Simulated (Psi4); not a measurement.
C2H7O, charge +1, singlet, geometry from GFN2-xTB; WB97X/6-31G** (Psi4).

The Psi4 input:
```
memory 2 GB

molecule mol {
1 1
C     1.229002   -0.376044   -0.006615
C     0.082470    0.601032   -0.001554
O    -1.187187   -0.179769   -0.072140
H    -1.974657    0.385114    0.075086
H     0.076743    1.220246    0.897416
H     0.082282    1.229470   -0.893188
H     2.164696    0.175836   -0.029370
H     1.232477   -0.994834    0.888186
H     1.195690   -1.010221   -0.888520
H    -1.148565   -0.917390    0.576526
}

set {
  basis 6-31g**
  reference rks
}

energy('wb97x')
print_variables()
```

It wrote (shortened):

```
   => Loading Basis Set <=

    Name: 6-31G**
    Role: ORBITAL
    Keyword: BASIS

         ---------------------------------------------------------
                                   SCF
               by Justin Turney, Rob Parrish, Andy Simmonett
                          and Daniel G. A. Smith
                              RKS Reference
         ---------------------------------------------------------

  ==> Geometry <==

    Molecular point group: c1
    Full point group: C1

    Geometry (in Angstrom), charge = 1, multiplicity = 1:

       Center              X                  Y                   Z               Mass
    ------------   -----------------  -----------------  -----------------  -----------------
         C            1.263218598320    -0.374202915088     0.006580955347    12.000000000000
         C            0.116686598320     0.602873084912     0.011641955347    12.000000000000
         O           -1.152970401680    -0.177927915088    -0.058944044653    15.994914619570
         H           -1.940440401680     0.386955084912     0.088281955347     1.007825032230
         H            0.110959598320     1.222087084912     0.910611955347     1.007825032230
         H            0.116498598320     1.231311084912    -0.879992044653     1.007825032230
         H            2.198912598320     0.177677084912    -0.016174044653     1.007825032230
         H            1.266693598320    -0.992992915088     0.901381955347     1.007825032230
         H            1.229906598320    -1.008379915088    -0.875324044653     1.007825032230
         H           -1.114348401680    -0.915548915088     0.589721955347     1.007825032230

  Running in c1 symmetry.

  Rotational constants: A =      1.05282  B =      0.29310  C =      0.25427 [cm^-1]
  Rotational constants: A =  31562.72367  B =   8787.04482  C =   7622.69541 [MHz]
  Nuclear repulsion =   89.030812685200345

  Charge       = 1
  Multiplicity = 1
  Electrons    = 26
  Nalpha       = 13
  Nbeta        = 13

  ==> Algorithm <==

  SCF Algorithm Type is DF.
  DIIS enabled.
  MOM disabled.
  Fractional occupation disabled.
  Guess Type is SAD.
  Energy threshold   = 1.00e-06
  Density threshold  = 1.00e-06
  Integral threshold = 1.00e-12

  ==> Primary Basis <==

  Basis Set: 6-31G**
    Blend: 6-31G**
    Number of shells: 39
    Number of basis functions: 80
    Number of Cartesian functions: 80
    Spherical Harmonics?: false
    Max angular momentum: 2

  ==> DFT Potential <==

[...]
   @DF-RKS iter   4:  -155.31508270691643   -6.03744e-04   2.30531e-04 DIIS/ADIIS
   @DF-RKS iter   5:  -155.31520936359672   -1.26657e-04   4.14444e-05 DIIS
   @DF-RKS iter   6:  -155.31521528936000   -5.92576e-06   6.52523e-06 DIIS
   @DF-RKS iter   7:  -155.31521554454505   -2.55185e-07   1.39693e-06 DIIS
   @DF-RKS iter   8:  -155.31521555647575   -1.19307e-08   4.93248e-07 DIIS
  Energy and wave function converged.

  ==> Post-Iterations <==

   Electrons on quadrature grid:
      Ntotal   =   26.0000234047 ; deviation = 2.340e-05

    Orbital Energies [Eh]
    ---------------------

    Doubly Occupied:

[...]
      13A     -0.662956

    Virtual:

[...]
      80A      4.488740

    Final Occupation by Irrep:
              A
    DOCC [    13 ]
    NA   [    13 ]
    NB   [    13 ]

  @DF-RKS Final Energy:  -155.31521555647575

   => Energetics <=

    Nuclear Repulsion Energy =             89.0308126852003454
    One-Electron Energy =                -379.2284274901027743
    Two-Electron Energy =                 149.8874616214780531
    DFT Exchange-Correlation Energy =     -15.0050623730513895
    Empirical Dispersion Energy =           0.0000000000000000
    VV10 Nonlocal Energy =                  0.0000000000000000
    Total Energy =                       -155.3152155564757493

Computation Completed

Properties will be evaluated at   0.000000,   0.000000,   0.000000 [a0]

Properties computed using the SCF density matrix

 Multipole Moments:

 ------------------------------------------------------------------------------------
     Multipole            Electronic (a.u.)      Nuclear  (a.u.)        Total (a.u.)
 ------------------------------------------------------------------------------------

 L = 1.  Multiply by 2.5417464519 to convert [e a0] to [Debye]
 Dipole X            :         -2.9561522            1.7458238           -1.2103284
 Dipole Y            :          0.0542699            0.0939313            0.1482011
 Dipole Z            :         -0.1082254            0.6732958            0.5650704
 Magnitude           :                                                    1.3439356

 ------------------------------------------------------------------------------------

  Variable Map:
  ----------------------------------------------------------------------------
[...]
  Array Variable Map:
  ----------------------------------------------------------------------------
[...]
[...]
```
